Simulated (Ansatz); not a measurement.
C₃H₁₁BS, SMILES `C[B-](C)(C)[SH2+]`. Charge 0, multiplicity 1. The geometry is a stationary point of PBE0-D4/def2-TZVP. It is one conformer, not always the lowest.

```xyz
16

C    -1.412   -0.492    0.402
B     0.045   -0.134   -0.141
C     0.134    0.508   -1.601
C     1.236   -1.109    0.289
S     0.607    1.689    1.092
H    -2.159    0.290    0.230
H    -1.763   -1.375   -0.149
H    -1.440   -0.765    1.462
H     1.124    0.897   -1.860
H    -0.604    1.294   -1.793
H    -0.078   -0.291   -2.323
H     1.226   -1.392    1.347
H     2.234   -0.732    0.045
H     1.114   -2.042   -0.275
H    -0.524    2.403    0.962
H     0.260    1.250    2.313
```

(1) What is the dipole moment at r2SCAN/def2-TZVPP? (An estimate is asked.)

(2) And with PBE, B3LYP, ωB97M-V? (Estimate.)

(3) Give the Mulliken charges with r2SCAN, PBE, ωB97M-V in def2-TZVPP. (An estimate is asked.)

Answers

(1) Ansatz gave: 2.46 D, with components (-0.39, 1.73, 1.70) D in this frame, pointing from negative to positive charge.

(2) Computed: PBE 2.44 D, B3LYP 2.45 D, ωB97M-V 2.43 D.

(3) Ansatz gave: 
```csv
atom,r2SCAN,PBE,ωB97M-V
C1,-0.29,-0.36,-0.39
B2,0.31,0.13,0.04
C3,-0.30,-0.37,-0.40
C4,-0.30,-0.37,-0.40
S5,-0.04,-0.05,-0.04
H6,0.03,0.08,0.09
H7,0.05,0.09,0.11
H8,0.03,0.08,0.09
H9,0.05,0.09,0.11
H10,0.04,0.08,0.10
H11,0.05,0.09,0.10
H12,0.04,0.08,0.10
H13,0.05,0.09,0.11
H14,0.05,0.09,0.10
H15,0.11,0.13,0.14
H16,0.11,0.13,0.14
```

B3LYP here is the variant with VWN-RPA as its local correlation; programs differ in this.
